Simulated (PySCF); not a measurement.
**WCl₃ + H₂O → WOCl + 2 HCl**

Level: PBE0 in the def2-TZVP basis family, computed in PySCF with density fitting; scalar-relativistic core potentials for atoms from Rb on, none lighter, no spin–orbit coupling; open shells unrestricted.

```json
{"species": "WCl₃", "state and structure": "quartet, D3h, W–Cl 2.249 Å (×3)", "ZPE (kJ/mol)": "9.0", "H(298 K) − H(0) (kJ/mol)": "18.2", "S° (J/(mol K))": "354.6"}
{"species": "H₂O", "state and structure": "singlet, C2v, O–H 0.960 Å (×2); H–O–H 105.1°", "ZPE (kJ/mol)": "56.5", "H(298 K) − H(0) (kJ/mol)": "9.9", "S° (J/(mol K))": "188.7"}
{"species": "WOCl", "state and structure": "quartet, Cs, W–Cl 2.302 Å, W–O 1.690 Å; Cl–W–O 142.4°", "ZPE (kJ/mol)": "9.2", "H(298 K) − H(0) (kJ/mol)": "12.7", "S° (J/(mol K))": "309.4"}
{"species": "HCl", "state and structure": "singlet, C∞v, H–Cl 1.279 Å", "ZPE (kJ/mol)": "17.9", "H(298 K) − H(0) (kJ/mol)": "8.7", "S° (J/(mol K))": "186.6"}
```

Q: Is the gas-phase reaction uphill or downhill in electronic energy at this level, and by how much?

A: At PBE0/def2-TZVP, ΔE = 224.7 kJ/mol, uphill. Hydrolysis steps of this kind drive oxide growth by atomic layer deposition.

Q: Add zero-point, thermal and entropy terms for 298.15 K and 1 bar.

A: ΔZPE = -20.5 and Δ[H(298) − H(0)] = 2.0 kJ/mol give ΔH° = 206.2 kJ/mol. ΔS° = 139.3 J/(mol K), so ΔG° = 206.2 − 298.15 × (0.1393) = 165 kJ/mol. ΔG° would change sign near 1480 K if ΔH° and ΔS° stayed fixed.

Spin–orbit coupling can matter for WCl₃, WOCl and is left out. Open d or f shells are single determinants, so the state found may not be the ground state. Only the bonding shown was studied: isomers, or loss of a ligand pair, can lie lower.
